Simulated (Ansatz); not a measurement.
Calculated with Ansatz (gas phase, PBE0-D4/def2-TZVP geometries, no zero-point term in ΔE). CBS: MP2 limit from def2 TZ/QZ plus the TZ coupled-cluster correction, frozen cores. DFT in def2-TZVPP. B3LYP here is the variant with VWN-RPA as its local correlation; programs differ in this. Elements past krypton have def2 core potentials. For Se, Sn outer-core shells are correlated without core-valence functions, which leaves a few kJ/mol of doubt a bond. Scalar relativity is left out up to krypton. One conformer a species, not always the lowest.

Reaction (substitution at a C–N bond): `C[NH][SnH2][OH]` + `OC(O)[SeH]` → `C[Se]C(O)O` + `[NH2][SnH2][OH]`

| level | ΔE (kcal/mol) |
| --- | --- |
| PBE-D4 | -10.3 |
| B3LYP-D4 | -10.6 |
| PBE | -10.2 |
| r2SCAN | -10.7 |
| MP2/def2-TZVPP | -13.0 |
| CCSD/def2-TZVPP | -12.1 |
| HF/CBS(def2) | -11.0 |
| CCSD/CBS(def2) | -12.1 |

Q: What does CCSD(T)/CBS give? (Estimate.)

A: The calculation gave: -12.1 kcal/mol. The listed levels differ from it by 1.8, 1.5, 1.9, 1.4, -0.9, 0.0, 1.1, 0.0 kcal/mol.

Largest T1 diagnostic among the species: 0.013.

In def2-TZVPP, CCSD(T) changes the Hartree–Fock value by −1.1 kcal/mol (the triples alone add −0.1 kcal/mol) and MP2 by −2.0 kcal/mol.
